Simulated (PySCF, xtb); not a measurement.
Ga(F)(SiH3)2 (FGaH₆Si₂), SMILES [F][Ga]([SiH3])[SiH3].

GFN2-xTB in xtb at its own geometry gives an orbital gap of 3.10 eV and a dipole moment of 3.12 D.

Geometry optimised at PBE-D3(BJ)/def2-SVP. The structure was generated by enumeration; whether it is a known compound was not checked.

Problem. What does PBE0/def2-TZVP run with PySCF give? (An estimate is asked for; the answer gives what the named calculation found.)

Solution. gap 5.24 eV (levels -7.45 and -2.21 eV), dipole 2.21 D.
